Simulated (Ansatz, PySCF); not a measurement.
Series SiXY, Y = fluoro, computed as singlets and as triplets. All species are isolated molecules in the gas phase. One relaxed conformer stands for each flexible species; it need not be the lowest. Strings in code marks are SMILES.

Quantity: adiabatic spin-state energy, in kcal/mol. HF references are unrestricted for open shells and restricted for singlets. The restricted reference of `F[Si]F`, `F[Si]Cl` and `F[SiH]` is unstable towards unrestricted orbitals.

Level 1: frozen-core CCSD(T)/cc-pVQZ // PBE0-D3(BJ)/def2-TZVP (Ansatz, a quantum-chemistry and plane-wave program)
Level 2: frozen-core CCSD(T)/cc-pVDZ // PBE0-D3(BJ)/def2-TZVP (Ansatz)
Level 3: PBE0-D3(BJ)/def2-TZVP (PySCF)
Level 4: B3LYP/3-21G // PBE0-D3(BJ)/def2-TZVP (PySCF)

| species | level 1 | level 2 | level 3 | level 4 |
|---|---|---|---|---|
| `F[Si]F`: multiplicity 3 minus multiplicity 1 | 73.4 | 73.7 | 67.9 | 77.4 |
| `O[Si]F`: multiplicity 3 minus multiplicity 1 | 69.7 | 69.8 | 64.2 | 72.1 |
| `F[SiH]`: multiplicity 3 minus multiplicity 1 | 38.5 | 38.6 | 33.0 | 38.1 |
| `F[Si]Cl`: multiplicity 3 minus multiplicity 1 | 62.5 | 62.5 | 57.1 | 64.1 |
